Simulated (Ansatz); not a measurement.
Computed with Ansatz on PBE0-D4/def2-TZVP structures; ΔE is electronic, products minus reactants. CBS: MP2 limit from def2 TZ/QZ plus the TZ coupled-cluster correction, frozen cores. This one scheme is used for every species. Functionals use def2-TZVPP. B3LYP here is the variant with VWN-RPA as its local correlation; programs differ in this. HSE06 is defined as in plane-wave codes. Elements past krypton have def2 core potentials. For Sn outer-core shells are correlated without core-valence functions, which leaves a few kJ/mol of doubt a bond. One conformer a species, not always the lowest.

Consider the ligand exchange at the Sn–S bond: `[OH][Sn][SH]` + `CNC` → `C[N](C)[Sn][OH]` + H₂S.

```tsv
level	ΔE (kJ/mol)	difference from CCSD(T)/CBS
LDA (SPW92)	49.2	-1.4
PBE-D4	57.0	6.4
revPBE-D4	54.6	4.0
BLYP-D4	51.1	0.5
r2SCAN-D4	57.4	6.8
B97M-V	59.1	8.5
PBE0-D4	61.8	11.2
B3LYP-D4	56.0	5.4
r2SCANh-D4	59.4	8.8
r2SCAN0-D4	62.1	11.5
HSE06-D4	62.4	11.8
BHLYP-D4	61.4	10.8
CAM-B3LYP-D4	54.1	3.5
ωB97X-V	56.4	5.8
ωB97M-V	57.6	7.0
PBE-QIDH	58.8	8.2
PBE	62.4	11.8
BLYP	62.2	11.6
r2SCAN	59.0	8.4
PBE0	66.6	16.0
B3LYP	64.6	14.0
r2SCANh	61.2	10.6
r2SCAN0	64.1	13.5
HSE06	66.9	16.3
BHLYP	67.7	17.1
CAM-B3LYP	59.2	8.6
LC-ωPBE	60.1	9.5
MP2/def2-SVP	41.9	-8.7
CCSD/def2-SVP	47.9	-2.7
CCSD(T)/def2-SVP	43.9	-6.7
HF/def2-TZVPP	76.5	25.9
SCS-MP2/def2-TZVPP	48.4	-2.2
CCSD/def2-TZVPP	51.7	1.1
CCSD(T)/def2-TZVPP	47.5	-3.1
HF/def2-QZVPP	75.7	25.1
MP2/def2-QZVPP	47.2	-3.4
SCS-MP2/def2-QZVPP	50.0	-0.6
HF/CBS(def2)	75.6	25.0
MP2/CBS(def2)	48.8	-1.8
CCSD/CBS(def2)	54.8	4.2
CCSD(T)/CBS	50.6	0
```

Largest T1 diagnostic among the species: 0.017.

Leaving LDA and LC-ωPBE aside and taking each functional with its dispersion term where it has one, the values spread over 11.3 kJ/mol, from BLYP-D4 to HSE06-D4. LDA lies −13.2 kJ/mol from PBE without D4. At CCSD(T), def2-SVP lies −6.7 kJ/mol from the extrapolated value and def2-TZVPP −3.1 kJ/mol. From r2SCAN to r2SCAN0 (25 % exact exchange), in def2-TZVPP and without D4, ΔE moves by +5.0 kJ/mol.
